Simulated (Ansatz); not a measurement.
`C[B](C)[SnH3]` and `[CH3][Al]([CH3])[SnH3]` differ in one element.

Ansatz, PBE0-D4/def2-TZVP geometries, multiplicity 1. 

Elements past krypton have def2 core potentials.

| property | `C[B](C)[SnH3]` |
| --- | --- |
| HOMO–LUMO gap (PBE0/def2-TZVPP) / eV | 5.85 |
| HOMO energy (PBE/def2-TZVPP) / eV | -6.14 |
| LUMO energy (ωB97M-V/def2-TZVPP) / eV | 0.56 |
| HOMO energy (B3LYP/def2-TZVPP) / eV | -7.06 |
| LUMO energy (B3LYP/def2-TZVPP) / eV | -1.57 |
| HOMO–LUMO gap (PBE/def2-TZVPP) / eV | 3.81 |

Task: What does the change do to each property? (An estimate is asked.)

Result: Ansatz gave: 
```json
{"property": "HOMO–LUMO gap (PBE0/def2-TZVPP) / eV", "`[CH3][Al]([CH3])[SnH3]`": "5.44", "shift": "-0.41"}
{"property": "HOMO energy (PBE/def2-TZVPP) / eV", "`[CH3][Al]([CH3])[SnH3]`": "-5.95", "shift": "0.19"}
{"property": "LUMO energy (ωB97M-V/def2-TZVPP) / eV", "`[CH3][Al]([CH3])[SnH3]`": "0.07", "shift": "-0.49"}
{"property": "HOMO energy (B3LYP/def2-TZVPP) / eV", "`[CH3][Al]([CH3])[SnH3]`": "-6.79", "shift": "0.27"}
{"property": "LUMO energy (B3LYP/def2-TZVPP) / eV", "`[CH3][Al]([CH3])[SnH3]`": "-1.72", "shift": "-0.15"}
{"property": "HOMO–LUMO gap (PBE/def2-TZVPP) / eV", "`[CH3][Al]([CH3])[SnH3]`": "3.70", "shift": "-0.11"}
```

With PBE0 the HOMO rises by 0.26 eV and the LUMO falls by 0.15 eV, so the gap narrows by about 0.41 eV. PBE moves the HOMO by 0.19 eV and ωB97M-V by 0.38 eV.

B3LYP here is the variant with VWN-RPA as its local correlation; programs differ in this.
